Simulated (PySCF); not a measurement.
Ga(SH)3 (GaH₃S₃), SMILES [SH][Ga]([SH])[SH].

Geometry optimised at PBE0-D3(BJ)/def2-SVP. The structure was generated by enumeration; whether it is a known compound was not checked. The values are those of a single conformer.

All values below come from PBE0-D3(BJ)/def2-SVP in PySCF.

Frequencies are harmonic and unscaled.

```csv
mode,ν (cm⁻¹),IR (km/mol),moving atoms (share of kinetic energy)
1,101,5.0,H 97 %
2,104,3.2,"S 78 %, Ga 17 %"
3,114,10.7,"S 76 %, Ga 17 %"
4,128,6.8,"Ga 59 %, S 41 %"
5,227,23.8,H 93 %
6,246,27.1,H 98 %
7,349,0.2,S 97 %
8,436,49.8,"S 55 %, Ga 40 %"
9,439,61.8,"S 58 %, Ga 40 %"
10,652,9.2,H 95 %
11,708,3.7,H 93 %
12,728,5.7,H 92 %
13,2716,1.0,H 97 %
14,2719,1.3,H 97 %
15,2722,0.0,H 97 %
```
